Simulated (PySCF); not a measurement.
formaldehyde (CH2O), singlet, at a GFN2-xTB geometry; PySCF with CCSD/def2-SV(P).

The PySCF input:
```python
from pyscf import gto, scf, cc

mol = gto.M(
    atom='''
O    -0.032196    0.016113    0.669787
C     0.025023   -0.012524   -0.520575
H     0.029493    0.899659   -1.140880
H     0.077933   -0.953423   -1.093972
''',
    basis='def2-sv(p)',
    charge=0,
    spin=0,
    verbose=4,
)

mf = scf.RHF(mol)
mf.kernel()

mycc = cc.CCSD(mf)
mycc.diis_space = 3
mycc.kernel()
print('E(CCSD) = %.10f' % mycc.e_tot)
mf.analyze()
```

It wrote (shortened):

```
PySCF version 2.14.0

[INPUT] verbose = 4
[INPUT] num. atoms = 4
[INPUT] num. electrons = 16
[INPUT] charge = 0
[INPUT] spin (= nelec alpha-beta = 2S) = 0
[INPUT] symmetry False subgroup None
[INPUT] Mole.unit = angstrom
[INPUT] Symbol           X                Y                Z      unit          X                Y                Z       unit  Magmom
[INPUT]  1 O     -0.032196000000   0.016113000000   0.669787000000 AA   -0.060841622306   0.030449157045   1.265713991794 Bohr   0.0
[INPUT]  2 C      0.025023000000  -0.012524000000  -0.520575000000 AA    0.047286616815  -0.023666929984  -0.983744177295 Bohr   0.0
[INPUT]  3 H      0.029493000000   0.899659000000  -1.140880000000 AA    0.055733692592   1.700109115500  -2.155950740994 Bohr   0.0
[INPUT]  4 H      0.077933000000  -0.953423000000  -1.093972000000 AA    0.147272026066  -1.801708350861  -2.067307467943 Bohr   0.0

nuclear repulsion = 31.5500811948623
number of shells = 16
number of NR pGTOs = 56
number of NR cGTOs = 32
basis = def2-sv(p)
ecp = {}

******** <class 'pyscf.scf.hf.RHF'> ********
method = RHF
initial guess = minao
damping factor = 0
level_shift factor = 0
DIIS = <class 'pyscf.scf.diis.CDIIS'>
diis_start_cycle = 1
diis_space = 8
diis_damp = 0
SCF conv_tol = 1e-09
SCF conv_tol_grad = None
SCF max_cycles = 50
direct_scf = True
direct_scf_tol = 1e-13
Set gradient conv threshold to 3.16228e-05
Initial guess from minao.
init E= -113.886974594359
  HOMO = -0.314038778351902  LUMO = -0.00594318292215101  gap/eV = 8.38371
cycle= 1 E= -113.669879038155  delta_E= 0.217  |g|= 0.665  |ddm|= 1.85
  HOMO = -0.354986631487073  LUMO = 0.105406142777636  gap/eV = 12.52793
cycle= 2 E= -113.71820477858  delta_E= -0.0483  |g|= 0.547  |ddm|= 0.797
  HOMO = -0.438697205267348  LUMO = 0.117610737379387  gap/eV = 15.13791
cycle= 3 E= -113.772488493085  delta_E= -0.0543  |g|= 0.0422  |ddm|= 0.394
  HOMO = -0.432040212996376  LUMO = 0.137191310055133  gap/eV = 15.48958
cycle= 4 E= -113.773415921025  delta_E= -0.000927  |g|= 0.0185  |ddm|= 0.0657
  HOMO = -0.43839935747501  LUMO = 0.13454031003562  gap/eV = 15.59048
cycle= 5 E= -113.773607351897  delta_E= -0.000191  |g|= 0.00791  |ddm|= 0.0334
  HOMO = -0.43972305330706  LUMO = 0.135290002284006  gap/eV = 15.64690
cycle= 6 E= -113.773655768927  delta_E= -4.84e-05  |g|= 0.00193  |ddm|= 0.0212
  HOMO = -0.440235766566467  LUMO = 0.135409366824385  gap/eV = 15.66410
cycle= 7 E= -113.773657400242  delta_E= -1.63e-06  |g|= 0.000308  |ddm|= 0.0034
  HOMO = -0.440253286278902  LUMO = 0.13542142125904  gap/eV = 15.66491
cycle= 8 E= -113.773657438226  delta_E= -3.8e-08  |g|= 4.02e-05  |ddm|= 0.000528
  HOMO = -0.440249585442173  LUMO = 0.135410283466654  gap/eV = 15.66450
cycle= 9 E= -113.773657439212  delta_E= -9.86e-10  |g|= 7.58e-06  |ddm|= 0.000116
  HOMO = -0.440249124110463  LUMO = 0.135411457626181  gap/eV = 15.66452
Extra cycle  E= -113.773657439238  delta_E= -2.59e-11  |g|= 3.01e-06  |ddm|= 1.25e-05
converged SCF energy = -113.773657439238

******** <class 'pyscf.cc.ccsd.CCSD'> ********
CC2 = 0
CCSD nocc = 8, nmo = 32
max_cycle = 50
direct = 0
conv_tol = 1e-07
conv_tol_normt = 1e-05
diis_space = 3
diis_start_cycle = 0
diis_start_energy_diff = 1e+09
Init t2, MP2 energy = -114.079357573207  E_corr(MP2) -0.305700133968394
Init E_corr(CCSD) = -0.3057001339716
cycle = 1  E_corr(CCSD) = -0.307343411200004  dE = -0.00164327723  norm(t1,t2) = 0.0519922
cycle = 2  E_corr(CCSD) = -0.317488139601141  dE = -0.0101447284  norm(t1,t2) = 0.0194816
cycle = 3  E_corr(CCSD) = -0.318097565701226  dE = -0.0006094261  norm(t1,t2) = 0.00962842
cycle = 4  E_corr(CCSD) = -0.319853952975867  dE = -0.00175638727  norm(t1,t2) = 0.00440869
cycle = 5  E_corr(CCSD) = -0.319876113996395  dE = -2.21610205e-05  norm(t1,t2) = 0.000866721
cycle = 6  E_corr(CCSD) = -0.319794700870075  dE = 8.14131263e-05  norm(t1,t2) = 0.000315235
cycle = 7  E_corr(CCSD) = -0.319784467176082  dE = 1.0233694e-05  norm(t1,t2) = 0.000114696
cycle = 8  E_corr(CCSD) = -0.319780528747808  dE = 3.93842827e-06  norm(t1,t2) = 4.66229e-05
cycle = 9  E_corr(CCSD) = -0.319777842954142  dE = 2.68579367e-06  norm(t1,t2) = 2.13583e-05
cycle = 10  E_corr(CCSD) = -0.319777568556925  dE = 2.74397217e-07  norm(t1,t2) = 8.87239e-06
cycle = 11  E_corr(CCSD) = -0.319777473290906  dE = 9.52660187e-08  norm(t1,t2) = 3.08092e-06
CCSD converged
E(CCSD) = -114.093434912529  E_corr = -0.3197774732909062
E(CCSD) = -114.0934349125
**** SCF Summaries ****
Total Energy =                        -113.773657439238107
Nuclear Repulsion Energy =              31.550081194862329
One-electron Energy =                 -217.650291682334512
Two-electron Energy =                   72.326553048234075
Two-electron Coulomb Energy =           86.400727316726375
DFT Exchange-Correlation Energy =      -14.074174268492300
HOMO-LUMO gap [eV] =                    15.664522306133600
**** MO energy ****
MO #1   energy= -20.5707667579819  occ= 2
MO #2   energy= -11.3393419861108  occ= 2
MO #3   energy= -1.39752713858559  occ= 2
MO #4   energy= -0.857763389585347 occ= 2
MO #5   energy= -0.695689192107295 occ= 2
MO #6   energy= -0.655788020161812 occ= 2
MO #7   energy= -0.541467172191785 occ= 2
MO #8   energy= -0.440249124110463 occ= 2
MO #9   energy= 0.135411457626181  occ= 0
MO #10  energy= 0.19097385075658   occ= 0
MO #11  energy= 0.259368380299028  occ= 0
MO #12  energy= 0.340299616477556  occ= 0
MO #13  energy= 0.620957882817536  occ= 0
MO #14  energy= 0.671908769473025  occ= 0
MO #15  energy= 0.740230187513899  occ= 0
MO #16  energy= 0.846767936762319  occ= 0
 ** Mulliken pop on meta-lowdin orthogonal AOs  **
 ** Mulliken pop  **
pop of  0 O 1s            1.99998
pop of  0 O 2s            1.65705
pop of  0 O 3s            0.00897
pop of  0 O 2px           1.29337
pop of  0 O 2py           1.89078
pop of  0 O 2pz           1.52903
pop of  0 O 3px           0.00009
pop of  0 O 3py           0.00544
pop of  0 O 3pz           0.00315
pop of  0 O 3dxy          0.00001
pop of  0 O 3dyz          0.00185
pop of  0 O 3dz^2         0.00778
pop of  0 O 3dxz          0.00310
pop of  0 O 3dx2-y2       0.00001
pop of  1 C 1s            1.99997
pop of  1 C 2s            0.97052
pop of  1 C 3s            0.01102
pop of  1 C 2px           0.70077
pop of  1 C 2py           1.07778
pop of  1 C 2pz           0.90511
pop of  1 C 3px           0.00010
pop of  1 C 3py           0.00933
pop of  1 C 3pz           0.02392
pop of  1 C 3dxy          0.00003
pop of  1 C 3dyz          0.00819
pop of  1 C 3dz^2         0.00435
pop of  1 C 3dxz          0.00434
pop of  1 C 3dx2-y2       0.00252
pop of  2 H 1s            0.92773
pop of  2 H 2s            0.01299
pop of  3 H 1s            0.92773
pop of  3 H 2s            0.01299
 ** Mulliken atomic charges  **
charge of    0O =     -0.40061
charge of    1C =      0.28205
charge of    2H =      0.05928
charge of    3H =      0.05928
Dipole moment(X, Y, Z, Debye):  0.12989, -0.06501, -2.70209
```
